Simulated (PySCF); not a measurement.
Species: C6H9NSi.
SMILES: `N#C[C@]1(C[SiH3])[C@@H]2C[C@@H]21`

A linear-response calculation (PySCF, def2-SVPD basis, gas phase, vertical, core orbitals frozen in the response) gave these numbers; the functional is withheld.

Orbital energies (eV): HOMO-3 -10.94, HOMO-2 -10.86, HOMO-1 -9.78, HOMO -9.51, LUMO 0.99, LUMO+1 1.40, LUMO+2 1.45.

```csv
state,E (eV),f,"main configurations (H = HOMO, L = LUMO)"
S1,7.33,0.0009,"H-1→L+6 (18%), H-1→L+7 (11%), H-1→L+1 (11%)"
S2,7.63,0.018,"H→L+2 (31%), H-1→L+3 (12%), H→L+1 (11%)"
S3,7.68,0.0034,"H→L+3 (38%), H→L (19%)"
S4,7.71,0.016,"H→L (30%), H→L+2 (24%)"
S5,7.95,0.0092,"H→L+2 (12%), H-1→L (12%), H-3→L+3 (11%)"
S6,7.99,0.013,"H→L+1 (28%), H→L (19%)"
```

Triplets, Tamm–Dancoff:

```tsv
state	E (eV)	λ (nm)	main configurations (H = HOMO, L = LUMO)
T1	6.15	201.7	H-1→L+3 (17%)
T2	6.64	186.8	H→L+5 (12%), H-1→L+6 (8%)
T3	6.73	184.1	H-3→L+6 (12%), H-1→L+3 (10%), H-3→L+7 (9%)
T4	6.84	181.3	H→L+5 (19%), H→L+8 (12%)
```

Vertical ionisation energy by ΔSCF with the same functional: 10.18 eV. Mean static polarisability: 94.6 au.

Question: Name the functional.
A. PBE
B. HF
C. CAM-B3LYP
D. PBE0

Answer: C. CAM-B3LYP is range-separated, 19% exact exchange at short range and 65% at long range (ω = 0.33 bohr⁻¹). In this run −ε(HOMO) = 9.51 eV differs from the ΔSCF value by -0.67 eV, and S1 differs from the orbital gap of 10.50 eV by -3.18 eV. The ratio −ε(HOMO)/IP is 0.93. Small neutral molecules mostly give 0.85 to 0.93 with CAM-B3LYP, 0.5 to 0.7 with PBE, 0.7 to 0.83 with PBE0; with Hartree–Fock the ratio is 1 or more (Koopmans' value less the relaxation energy is the ΔSCF value). The other options: PBE, a GGA without exact exchange; HF, time-dependent Hartree–Fock, 100% exact exchange; PBE0, a global hybrid with 25% exact exchange.

Level of theory: TDDFT CAM-B3LYP/def2-SVPD, vertical, gas phase, core orbitals frozen in the response in PySCF 2.14.0, density-fitted response routines. The structure is a single PBE0-D3(BJ)/def2-SVP conformer in the gas phase; no vibrational or solvent corrections.

Hardware: one thread, Arm Neoverse V1 (aarch64), shared host. Cost: 3.3 min (grids of density and orbitals included), 1.3 GiB resident at most.

Shape of the structure used: `[N:1]#[C:2][C@:3]1([CH2:4][SiH3:5])[C@@H:6]2[CH2:7][C@H:8]12`: C2–C3–C4–Si5 67°.
